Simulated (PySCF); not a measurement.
C4H11GaO, SMILES C[CH2][Ga]([CH2]C)[OH], GFN2-xTB optimised geometry.

```
17

Ga    -0.13     0.00     0.00
C      1.94     0.00     0.00
C      2.54     1.40     0.01
H      2.27    -0.56    -0.88
H      2.27    -0.57     0.88
H      2.23     1.96     0.89
H      2.23     1.96    -0.87
H      3.63     1.35     0.01
C     -1.49     1.58     0.00
C     -2.93     1.09     0.10
H     -1.35     2.16    -0.91
H     -1.26     2.24     0.84
H     -3.09     0.53     1.02
H     -3.17     0.43    -0.74
H     -3.63     1.92     0.08
O     -0.70    -1.63     0.00
H     -1.43    -2.24     0.00
```

Density from CAM-B3LYP/def2-SVP run with PySCF at that geometry.

Minimum of the electron density along straight lines between bonded atoms, close to the bond critical point (lines longer than 1.1 times the sum of covalent radii, or with two minima, are not listed):

| bond | length / Å | ρ at the minimum / e bohr⁻³ | ∇²ρ there / e bohr⁻⁵ | position (fraction from the first atom) |
|---|---|---|---|---|
| Ga1–C2 | 2.070 | 0.100 | 0.09 | 0.47 |
| C2–C3 | 1.526 | 0.242 | -0.55 | 0.50 |
| C2–H4 | 1.095 | 0.270 | -0.96 | 0.62 |
| C2–H5 | 1.095 | 0.270 | -0.96 | 0.62 |
| C3–H6 | 1.090 | 0.275 | -1.01 | 0.62 |
| C3–H7 | 1.090 | 0.275 | -1.01 | 0.62 |
| C3–H8 | 1.091 | 0.275 | -1.01 | 0.63 |
| Ga1–C9 | 2.086 | 0.097 | 0.09 | 0.47 |
| C9–C10 | 1.526 | 0.242 | -0.55 | 0.50 |
| C9–H11 | 1.094 | 0.270 | -0.96 | 0.62 |
| C9–H12 | 1.094 | 0.271 | -0.96 | 0.62 |
| C10–H13 | 1.091 | 0.275 | -1.01 | 0.63 |
| C10–H14 | 1.091 | 0.275 | -1.01 | 0.63 |
| C10–H15 | 1.091 | 0.275 | -1.01 | 0.63 |
| Ga1–O16 | 1.728 | 0.137 | 1.01 | 0.48 |
| O16–H17 | 0.951 | 0.354 | -2.43 | 0.82 |
